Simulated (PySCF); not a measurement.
Ligands exchanged one at a time, Si Br-OCH3. Isolated molecules, 0 K electronic values unless said otherwise. One relaxed conformer stands for each flexible species; it need not be the lowest. Strings in code marks are SMILES. All members: neutral, multiplicity 1. Level: B3LYP-D3(BJ)/def2-TZVP // B3LYP-D3(BJ)/def2-SVP (PySCF). B3LYP has the VWN-RPA correlation part, as in Gaussian. Delta-SCF ions had no search for a lower state.  The removal energy is E(N − 1 electrons) − E(N electrons) at the parent's geometry; ε(HOMO) is measured against the vacuum level.

```json
[
 {"species": "`CO[Si](OC)(OC)OC`", "−ε(HOMO) (eV)": "7.81", "vertical ionisation energy (Delta-SCF) (eV)": "withheld"},
 {"species": "`CO[Si](Br)(OC)OC`", "−ε(HOMO) (eV)": "8.02", "vertical ionisation energy (Delta-SCF) (eV)": "10.02"},
 {"species": "`CO[Si](Br)(Br)OC` (C–O–Si–Br torsion -59°, Br–Si–O–C torsion -57°)", "−ε(HOMO) (eV)": "8.07", "vertical ionisation energy (Delta-SCF) (eV)": "10.10"},
 {"species": "`CO[Si](Br)(Br)Br` (C–O–Si–Br torsion 60°)", "−ε(HOMO) (eV)": "8.20", "vertical ionisation energy (Delta-SCF) (eV)": "10.20"},
 {"species": "`Br[Si](Br)(Br)Br`", "−ε(HOMO) (eV)": "8.43", "vertical ionisation energy (Delta-SCF) (eV)": "10.37"}
]
```

Fit vertical ionisation energy (Delta-SCF) = a + b·x to the 4 complete rows by least squares, with x = −ε(HOMO) in eV. Give a, b and the rms residual, and predict the withheld value.

Means of the 4 rows: x̄ = 8.18, ȳ = 10.172 eV. Σ(x − x̄)² = 0.1006 and Σ(x − x̄)(y − ȳ) = 0.0823, so b = 0.818 and a = ȳ − b·x̄ = 3.481 eV. The rms residual is 0.015 eV. At x = 7.81 the line gives 9.87 eV, outside the range of the fitted rows. The run for `CO[Si](OC)(OC)OC` gave 9.69 eV, so the line is off by 0.18 eV, more than twice the rms residual.

Codes: PySCF.
